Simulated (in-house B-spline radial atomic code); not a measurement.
# RPA and G0W0 on LC-wPBE: Te⁺

Configuration [Kr] 4d10 5s2 5p3, highest spin, mean-field start LC-wPBE. Computed with a B-spline radial code for spherical atoms: all electrons, non-relativistic, point nucleus, each spin shell either full or empty, empty states to l = 9 with an (l + 1/2)⁻⁴ tail; G0W0 by contour deformation at full frequency.

Without relativity these are model numbers: it shifts the levels of so heavy an element strongly and can reorder them.

Command:
```bash
python run_gw.py task.json out
```
Settings (radii: box in bohr, nucleus in fm):
```
Z                        52
electrons                51
configuration            [Kr] 4d10 5s2 5p3
hamiltonian              nr
method                   lc_wpbe
lmax                     9
spin_polarised           True
box_radius               23.78
intervals                55
```

Time taken, with all properties: 7.1 s on 1 thread of Arm Neoverse N1, on a shared host.

Energies (hartree):

| term | value |
| --- | --- |
| mean-field total | -6613.38996 |
| Hartree-Fock functional on these orbitals | -6611.47825 |
| direct second order | -4.2928 |
| second-order exchange | 1.1782 |
| SOSEX correction | 1.1029 |

**Question.** What is the RPA correlation energy, and what remains with SOSEX?

**Answer.** RPA gives -3.7942 hartree (-2.02 eV per electron); RPA + SOSEX gives -2.6912, and the second-order doubles -3.1146 hartree (no singles). SOSEX takes back 29 % of the RPA value.

Quasi-particle levels (eV):

| level | occupied | mean field | Σx - vxc | Σc | QP weight | G0W0 |
| --- | --- | --- | --- | --- | --- | --- |
| 5p up | yes | -18.537 | -0.06 | ? | ? | ? |
| 5s down | yes | -24.454 | 1.46 | -2.14 | 0.946 | -25.128 |
| 4d down | yes | -57.76 | -5.74 | 1.94 | 0.854 | -61.56 |
| 5p down | no | -8.765 | 1.97 | -1.96 | 0.952 | -8.764 |

G0W0 = mean field + (Σx - vxc) + Σc, with Σc (partial-wave tail included) taken at the quasi-particle energy. Only the outer levels were computed. Levels of low weight are left out.

**Question.** Where does G0W0 put 5p up?

**Answer.** At -19.183 eV, with Σc = -0.59 eV and a quasi-particle weight of 0.951. The tabulated removal energy is 18.6 ± 0.4 eV (NIST, measured); the calculation leaves out relativity, Breit and QED terms, and what these don't explain is the method's own error.
